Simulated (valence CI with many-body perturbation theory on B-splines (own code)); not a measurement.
E1 transitions of Pb

Calculated by configuration interaction combined with many-body perturbation theory (CI+MBPT): four valence electrons over a frozen Dirac-Fock core [Xe] 4f14 5d10, a basis of 11 s, 11 p, 10 d, 8 f, 5 g, 2 h functions for each j, with the one-electron correlation potential Σ1, the two-electron term Σ2, the three-electron term Σ3, Breit, model QED; selected CI, second order for the rest, scaled by the run's own slope (own B-spline code, finite nucleus).

Against 21 measured levels this calculation errs by 188 cm⁻¹ on average and by 486 at most. These come from a selection out of the NIST Handbook of Basic Atomic Spectroscopic Data. Levels without a partner in it may be off by more. Among the levels kept, up to 270 cm⁻¹ of a level comes from second order outside the variational space, and about a tenth of that is noise between levels of different J, which matters for small intervals.

Lines 251 to 300 of 341 in falling wavelength, among levels below 57141 cm⁻¹, chosen from the strongest by gf and those to the six lowest levels. Wavelengths and rates use the calculated energies, so an error of 200 cm⁻¹ moves a line at 4420 Å by 0.88 % and its rate by three times that or more. Electric multipoles are in the length gauge, E1 and E2 with the static RPA response of the core. Weak lines are less certain than strong ones. Lines between different terms over intervals too small for the method are left out, as are lines whose strength nearly cancels and 4 of this kind that miss the measured wavelength by over 7 %. Where a level lies close to another of its J and parity, the split of strength between their lines is uncertain. The highest levels of a list are the least certain.

Levels are named by their leading jj configuration (3d3/2^4 stands for four electrons in 3d with j = 3/2), which in mixed levels can hold well under half, so a name can repeat and another be missing.

```
λ vac (Å)  λ from measured levels                    Upper                   Lower   A (s⁻¹)  log gf  Branch %
     4715                          (6s^2 6p1/2 10p3/2) J=1     (6s^2 6p1/2 7s) J=0  3.59e+05   -2.45      19.4
     4533                          (6s^2 6p1/2 11p1/2) J=1     (6s^2 6p1/2 7s) J=0  2.09e+03   -4.71       0.1
     4524                          (6s^2 6p1/2 11p3/2) J=1     (6s^2 6p1/2 7s) J=0  1.12e+04   -3.99       0.2
     4420                    4342   (6s^2 6p1/2 7d3/2) J=1      (6s^2 6p3/2^2) J=0  6.61e+05   -2.24       0.5
     4278                    4169   (6s^2 6p1/2 6d3/2) J=2      (6s^2 6p3/2^2) J=2  9.65e+05   -1.88       2.6
     4257                              (6s^2 6p1/2 9s) J=1      (6s^2 6p3/2^2) J=0  5.60e+03   -4.34       0.0
     4169                    4065   (6s^2 6p1/2 6d5/2) J=2      (6s^2 6p3/2^2) J=2  2.12e+04   -3.56       0.0
     4156                    4063   (6s^2 6p1/2 6d3/2) J=1      (6s^2 6p3/2^2) J=2  8.22e+06   -1.19       3.2
     4121                    4021   (6s^2 6p1/2 6d5/2) J=3      (6s^2 6p3/2^2) J=2  1.99e+06   -1.45       1.2
     4102                    4059      (6s^2 6p1/2 7s) J=1  (6s^2 6p1/2 6p3/2) J=2  9.05e+07   -0.16      52.2
     3981                           (6s^2 6p1/2 8d3/2) J=1      (6s^2 6p3/2^2) J=0  8.78e+02   -5.20       0.0
     3888                             (6s^2 6p1/2 10s) J=1      (6s^2 6p3/2^2) J=0  4.26e+04   -3.54       0.3
     3778                    3673      (6s^2 6p1/2 8s) J=1      (6s^2 6p3/2^2) J=2  2.95e+06   -1.72       5.3
     3763                    3741      (6s^2 6p3/2 7s) J=2      (6s^2 6p3/2^2) J=2  5.54e+07   -0.23      31.6
     3759                           (6s^2 6p1/2 9d3/2) J=1      (6s^2 6p3/2^2) J=0  2.32e+04   -3.83       0.1
     3723                    3685      (6s^2 6p1/2 7s) J=0  (6s^2 6p1/2 6p3/2) J=1  1.50e+08   -0.51     100.0
     3709                             (6s^2 6p1/2 11s) J=1      (6s^2 6p3/2^2) J=0  4.98e+04   -3.51       0.7
     3675                    3641      (6s^2 6p1/2 7s) J=1  (6s^2 6p1/2 6p3/2) J=1  2.77e+07   -0.77      16.0
     3610                    3574      (6s^2 6p3/2 7s) J=1      (6s^2 6p3/2^2) J=2  1.23e+08   -0.14      59.3
     3339                    3263   (6s^2 6p1/2 7d3/2) J=2      (6s^2 6p3/2^2) J=2  6.40e+05   -2.27       3.9
     3316                    3241   (6s^2 6p1/2 7d5/2) J=2      (6s^2 6p3/2^2) J=2  9.98e+05   -2.08       1.6
     3303                    3231   (6s^2 6p1/2 7d5/2) J=3      (6s^2 6p3/2^2) J=2  1.06e+05   -2.91       0.2
     3292                    3221   (6s^2 6p1/2 7d3/2) J=1      (6s^2 6p3/2^2) J=2  5.61e+06   -1.56       4.5
     3201                              (6s^2 6p1/2 9s) J=1      (6s^2 6p3/2^2) J=2  6.01e+05   -2.56       2.0
     3055                           (6s^2 6p1/2 8d3/2) J=2      (6s^2 6p3/2^2) J=2  3.71e+05   -2.59       4.2
     3049                           (6s^2 6p1/2 8d5/2) J=2      (6s^2 6p3/2^2) J=2  3.34e+05   -2.63       1.4
     3043                           (6s^2 6p1/2 8d5/2) J=3      (6s^2 6p3/2^2) J=2  9.31e+03   -4.04       0.0
     3042                           (6s^2 6p1/2 8d3/2) J=1      (6s^2 6p3/2^2) J=2  5.96e+05   -2.61       1.1
     3018                           (5g7/2 6s^2 6p1/2) J=3      (6s^2 6p3/2^2) J=2  1.27e+04   -3.92       0.3
     2987                             (6s^2 6p1/2 10s) J=1      (6s^2 6p3/2^2) J=2  1.11e+05   -3.35       0.8
     2916                           (6s^2 6p1/2 9d3/2) J=2      (6s^2 6p3/2^2) J=2  3.18e+05   -2.69       6.2
     2914                           (6s^2 6p1/2 9d5/2) J=2      (6s^2 6p3/2^2) J=2  1.16e+05   -3.13       1.2
     2911                           (6s^2 6p1/2 9d3/2) J=1      (6s^2 6p3/2^2) J=2  1.77e+05   -3.17       0.6
     2911                           (6s^2 6p1/2 9d5/2) J=3      (6s^2 6p3/2^2) J=2  6.20e+04   -3.26       0.5
     2909                    2874   (6s^2 6p1/2 6d3/2) J=2  (6s^2 6p1/2 6p3/2) J=2  3.51e+07   -0.65      95.2
     2898                           (6s^2 6p1/2 6g7/2) J=3      (6s^2 6p3/2^2) J=2  1.73e+04   -3.82       0.9
     2881                             (6s^2 6p1/2 11s) J=1      (6s^2 6p3/2^2) J=2  3.12e+04   -3.93       0.5
     2858                    2824   (6s^2 6p1/2 6d5/2) J=2  (6s^2 6p1/2 6p3/2) J=2  1.94e+07   -0.93       8.6
     2852                    2823   (6s^2 6p1/2 6d3/2) J=1  (6s^2 6p1/2 6p3/2) J=2  1.11e+05   -3.39       0.0
     2835                    2803   (6s^2 6p1/2 6d5/2) J=3  (6s^2 6p1/2 6p3/2) J=2  1.60e+08    0.13      98.6
     2831                    2834      (6s^2 6p1/2 7s) J=1      (6s^2 6p1/2^2) J=0  5.47e+07   -0.71      31.5
     2688                    2658   (6s^2 6p1/2 6d3/2) J=2  (6s^2 6p1/2 6p3/2) J=1  5.68e+04   -3.51       0.2
     2669                    2629      (6s^2 6p1/2 8s) J=1  (6s^2 6p1/2 6p3/2) J=2  1.29e+07   -1.38      23.3
     2661                    2664      (6s^2 6p3/2 7s) J=2  (6s^2 6p1/2 6p3/2) J=2  8.25e+07   -0.36      47.0
     2644                    2615   (6s^2 6p1/2 6d5/2) J=2  (6s^2 6p1/2 6p3/2) J=1  2.06e+08    0.03      91.3
     2639                    2614   (6s^2 6p1/2 6d3/2) J=1  (6s^2 6p1/2 6p3/2) J=1  1.77e+07   -1.26       6.9
     2583                    2578      (6s^2 6p3/2 7s) J=1  (6s^2 6p1/2 6p3/2) J=2  4.34e+07   -0.88      20.9
     2483                              (6s^2 6p1/2 8s) J=0  (6s^2 6p1/2 6p3/2) J=1  3.76e+07   -1.46      79.5
     2481                    2447      (6s^2 6p1/2 8s) J=1  (6s^2 6p1/2 6p3/2) J=1  1.19e+07   -1.48      21.4
     2475                    2477      (6s^2 6p3/2 7s) J=2  (6s^2 6p1/2 6p3/2) J=1  3.76e+07   -0.76      21.4
```

(1) How does gf follow from A for the line at 2688 Å?

Answers

(1) gf = 1.4992 × (2J+1)_upper × A / σ², with σ = 37209 cm⁻¹ and 2J+1 = 5: gf = 0.000308.
